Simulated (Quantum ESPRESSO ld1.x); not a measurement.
The run below uses ld1.x (Quantum ESPRESSO 7.5).

```
 &input
    zed=59.0,
    iswitch=1,
    rel=2,
    dft='REVPBE',
    config='[Xe] 5d1 6s0 4f0',
    rel_dist='average',
    verbosity='high',
    lsmall=.true.,
    prefix='ld1',
    max_out_wfc=37,
    file_charge='ld1.rho',
 /
```

Output (excerpt):

```
     Program LD1 v.7.5 starts

     --------------------------- All-electron run ----------------------------

     dirac relativistic calculation

     atomic number is 59.00
     dft =REVPBE   lsd =0 sic =0 latt =0  beta=0.20 tr2=1.0E-14
     Exchange-correlation= REVPBE
                           (   1   4   4   4   0   0   0)
     mesh =2087 r(mesh) = 100.53064 a.u. xmin = -8.00 dx = 0.00800
     1 Ry =  13.60569312 eV, c = 137.03599908

     n l j   nl                  e(Ry)          e(Ha)          e(eV)
     Spin orbit split results
     1 0 0.5 1S 1( 2.00)   -3075.170489165   -1537.585244582 -41839.8259765
     2 0 0.5 2S 1( 2.00)    -498.293373767    -249.146686884  -6779.6267287
     2 1 0.5 2P 1( 2.00)    -471.086742030    -235.543371015  -6409.4616464
     2 1 1.5 2P 1( 4.00)    -435.658758626    -217.829379313  -5927.4393762
     3 0 0.5 3S 1( 2.00)    -111.281752231     -55.640876115  -1514.0653710
     3 1 0.5 3P 1( 2.00)     -99.728355214     -49.864177607  -1356.8733967
     3 1 1.5 3P 1( 4.00)     -92.712662921     -46.356331461  -1261.4200403
     4 0 0.5 4S 1( 2.00)     -25.704149964     -12.852074982   -349.7227764
     4 1 0.5 4P 1( 2.00)     -21.356425952     -10.678212976   -290.5689777
     4 1 1.5 4P 1( 4.00)     -19.806731263      -9.903365631   -269.4843073
     3 2 1.5 3D 1( 4.00)     -72.574887523     -36.287443762   -987.4316481
     3 2 2.5 3D 1( 6.00)     -71.065045976     -35.532522988   -966.8892073
     5 0 0.5 5S 1( 2.00)      -6.235384719      -3.117692360    -84.8367310
     5 1 0.5 5P 1( 2.00)      -4.935493455      -2.467746727    -67.1508094
     5 1 1.5 5P 1( 4.00)      -4.662121634      -2.331060817    -63.4313963
     4 2 1.5 4D 1( 4.00)     -12.644259059      -6.322129530   -172.0339085
     4 2 2.5 4D 1( 6.00)     -12.365340570      -6.182670285   -168.2390292
     5 2 1.5 5D 1( 0.40)      -2.802554180      -1.401277090    -38.1306921
     5 2 2.5 5D 1( 0.60)      -2.766770599      -1.383385300    -37.6438317
     6 0 0.5 6S 1( 0.00)      -2.267337420      -1.133668710    -30.8486971
     4 3 2.5 4F 1( 0.00)      -4.145914212      -2.072957106    -56.4080365
     4 3 3.5 4F 1( 0.00)      -4.109505674      -2.054752837    -55.9126731
     Averaged results
     1 0     1S 1( 2.00)   -3075.170489165   -1537.585244582 -41839.8259765
     2 0     2S 1( 2.00)    -498.293373767    -249.146686884  -6779.6267287
     2 1     2P 1( 6.00)    -447.468086428    -223.734043214  -6088.1134663
     3 0     3S 1( 2.00)    -111.281752231     -55.640876115  -1514.0653710
     3 1     3P 1( 6.00)     -95.051227019     -47.525613510  -1293.2378258
     4 0     4S 1( 2.00)     -25.704149964     -12.852074982   -349.7227764
     4 1     4P 1( 6.00)     -20.323296159     -10.161648080   -276.5125308
     3 2     3D 1(10.00)     -71.668982595     -35.834491298   -975.1061836
     5 0     5S 1( 2.00)      -6.235384719      -3.117692360    -84.8367310
     5 1     5P 1( 6.00)      -4.753245574      -2.376622787    -64.6712006
     4 2     4D 1(10.00)     -12.476907965      -6.238453983   -169.7569809
     5 2     5D 1( 1.00)      -2.781084032      -1.390542016    -37.8385759
     6 0     6S 1( 0.00)      -2.267337420      -1.133668710    -30.8486971
     4 3     4F 1( 0.00)      -4.125109333      -2.062554667    -56.1249717

     final scf error:  6.3E-15 reached in  25 iterations

     Etot =  -18479.014398 Ry,   -9239.507199 Ha, -251419.799120 eV

     Ekin =   19880.170414 Ry,    9940.085207 Ha,  270483.497883 eV
     Encl =  -44856.357134 Ry,  -22428.178567 Ha, -610301.829787 eV
     Eh   =    6926.631036 Ry,    3463.315518 Ha,   94241.616255 eV
     Exc  =    -429.458714 Ry,    -214.729357 Ha,   -5843.083470 eV

     normalization and overlap integrals

     s(1S/1S) =  1.000000  <r> =   0.0241  <r2> =    0.0008  r(max) =   0.0154
     LC norm =  0.95219066 + SC norm =  0.04780934 =  1.00000000
     s(2S/2S) =  1.000000  <r> =   0.1026  <r2> =    0.0125  r(max) =   0.0874
     LC norm =  0.98959270 + SC norm =  0.01040730 =  1.00000000
     s(2P/2P) =  1.000000  <r> =   0.0861  <r2> =    0.0091  r(max) =   0.0666
     LC norm =  0.98955435 + SC norm =  0.01044565 =  1.00000000
     s(2P/2P) =  1.000000  <r> =   0.0924  <r2> =    0.0104  r(max) =   0.0721
     LC norm =  0.99020449 + SC norm =  0.00979551 =  1.00000000
     s(3S/3S) =  1.000000  <r> =   0.2720  <r2> =    0.0847  r(max) =   0.2492
     LC norm =  0.99679218 + SC norm =  0.00320782 =  1.00000000
     s(3P/3P) =  1.000000  <r> =   0.2618  <r2> =    0.0796  r(max) =   0.2356
     LC norm =  0.99685270 + SC norm =  0.00314730 =  1.00000000
     s(3P/3P) =  1.000000  <r> =   0.2741  <r2> =    0.0871  r(max) =   0.2472
     LC norm =  0.99703141 + SC norm =  0.00296859 =  1.00000000
     s(4S/4S) =  1.000000  <r> =   0.6175  <r2> =    0.4301  r(max) =   0.5772
     LC norm =  0.99898944 + SC norm =  0.00101056 =  1.00000000
     s(4P/4P) =  1.000000  <r> =   0.6336  <r2> =    0.4562  r(max) =   0.5865
     LC norm =  0.99905543 + SC norm =  0.00094457 =  1.00000000
     s(4P/4P) =  1.000000  <r> =   0.6601  <r2> =    0.4948  r(max) =   0.6105
     LC norm =  0.99911283 + SC norm =  0.00088717 =  1.00000000
     s(3D/3D) =  1.000000  <r> =   0.2453  <r2> =    0.0710  r(max) =   0.1992
     LC norm =  0.99715409 + SC norm =  0.00284591 =  1.00000000
     s(3D/3D) =  1.000000  <r> =   0.2492  <r2> =    0.0731  r(max) =   0.2024
     LC norm =  0.99720611 + SC norm =  0.00279389 =  1.00000000
     s(5S/5S) =  1.000000  <r> =   1.4026  <r2> =    2.1984  r(max) =   1.2949
     LC norm =  0.99974647 + SC norm =  0.00025353 =  1.00000000
     s(5P/5P) =  1.000000  <r> =   1.5290  <r2> =    2.6232  r(max) =   1.3916
     LC norm =  0.99978533 + SC norm =  0.00021467 =  1.00000000
     s(5P/5P) =  1.000000  <r> =   1.5911  <r2> =    2.8393  r(max) =   1.4484
     LC norm =  0.99979978 + SC norm =  0.00020022 =  1.00000000
     s(4D/4D) =  1.000000  <r> =   0.7044  <r2> =    0.5738  r(max) =   0.6253
     LC norm =  0.99925377 + SC norm =  0.00074623 =  1.00000000
     s(4D/4D) =  1.000000  <r> =   0.7135  <r2> =    0.5885  r(max) =   0.6303
     LC norm =  0.99926893 + SC norm =  0.00073107 =  1.00000000
     s(5D/5D) =  1.000000  <r> =   1.9975  <r2> =    4.5249  r(max) =   1.7550
     LC norm =  0.99986989 + SC norm =  0.00013011 =  1.00000000
     s(5D/5D) =  1.000000  <r> =   2.0206  <r2> =    4.6290  r(max) =   1.7691
     LC norm =  0.99987243 + SC norm =  0.00012757 =  1.00000000
     s(6S/6S) =  1.000000  <r> =   3.0122  <r2> =   10.0610  r(max) =   2.8590
     LC norm =  0.99993071 + SC norm =  0.00006929 =  1.00000000
     s(4F/4F) =  1.000000  <r> =   0.8795  <r2> =    0.9506  r(max) =   0.6456
     LC norm =  0.99954873 + SC norm =  0.00045127 =  1.00000000
     s(4F/4F) =  1.000000  <r> =   0.8852  <r2> =    0.9630  r(max) =   0.6456
     LC norm =  0.99955344 + SC norm =  0.00044656 =  1.00000000

     LC charge = 54.75406565 + SC charge =  0.24593435 = 55.00000000

     ------------------------ End of All-electron run ------------------------
```

Run on one thread of a shared host, so times are rough (Intel(R) Xeon(R) Processor @ 2.60GHz): 0.77 s of CPU time, 0.81 s wall, 25 iterations on 2087 mesh points.
